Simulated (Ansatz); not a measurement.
BFH₄N₂Si, SMILES `NB1N[SiH]1F`, relaxed with RKS PBE-D4/def2-SVP in Ansatz from a rough embedded geometry. The force threshold is 0.03 eV/Å; the program also tests the step.

Total charge 0; spin multiplicity 1.

Start:

```xyz
9

N    -0.691   -0.383   -1.854
B    -0.178   -0.348   -0.428
N    -0.497   -0.440    1.075
Si    0.965    0.436    0.944
F     0.558    2.098    1.339
H    -1.709   -0.277   -1.830
H    -0.351    0.565   -2.287
H    -0.180   -1.458    1.317
H     2.084   -0.192    1.723
```

(1) By how much does the energy fall, and how many steps does the optimiser take? (An estimate is asked.)

(2) Which bonds change most? (Estimate.)

(3) Give the relaxed structure. (An estimate is asked.)

Answers

(1) The calculation gave: 48.53 kcal/mol, in 11 steps, 1 of them rejected.

(2) Ansatz gave: N1–B2 from 1.516 to 1.401 Å; B2–N3 from 1.539 to 1.428 Å; Si4–F5 from 1.756 to 1.648 Å; N1–H7 from 1.096 to 1.018 Å.

(3) Computed: 
```xyz
9

N    -0.753   -0.171   -1.702
B    -0.148   -0.049   -0.445
N    -0.297   -0.596    0.865
Si    1.012    0.567    0.971
F     0.742    1.898    1.905
H    -1.550   -0.782   -1.884
H    -0.442    0.362   -2.512
H    -0.897   -1.282    1.334
H     2.332    0.054    1.469
```
